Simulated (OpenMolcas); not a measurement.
Os2+ (d6) among equal point charges was computed by CASSCF with the d shell active (OpenMolcas, ANO-RCC-VDZP on the metal). Its lowest spin-free states, and all those of the highest spin:

| 2S+1 | Degeneracy | E (cm-1) |
| --- | --- | --- |
| 5 | 1 | 0.0 |
| 5 | 2 | 7335 |
| 3 | 2 | 8800 |
| 3 | 1 | 8916 |
| 3 | 1 | 9167 |
| 1 | 1 | 13943 |
| 3 | 2 | 14120 |
| 5 | 1 | 15918 |
| 3 | 1 | 16953 |
| 3 | 2 | 17557 |
| 3 | 1 | 17573 |
| 1 | 1 | 18137 |
| 5 | 1 | 27862 |

Task: Is the site octahedral, tetrahedral or cube-like, axial, or of lower symmetry?

Result: The states with 2S+1 = 5 have orbital degeneracies 1, 2, 1, 1. There are pairs but no triples, so the site is axial: not cubic, but with a proper or improper axis of order three or more. The run had Os2+ among 4 point charges of -1 e arranged as a square (D4h), 1.85 Å from the ion.

Spin-orbit coupling mixes the spin-free states strongly: the lowest level takes only 65 % from its leading state, 5A1. Without dynamic correlation the repulsion within the d shell is too large (B by tens of per cent), so at a given field states of lower spin stand too high. This shell can be high or low spin here, a state of another spin lies low, and with metal d orbitals alone active their balance is uncertain, so the ground spin may be wrong. Point charges give a weaker field than real ligands, and real ions of this kind are as a rule low spin; the high spin found here belongs to the model. This is an electrostatic model: the charges have no orbitals. No measured value stands beside these numbers.
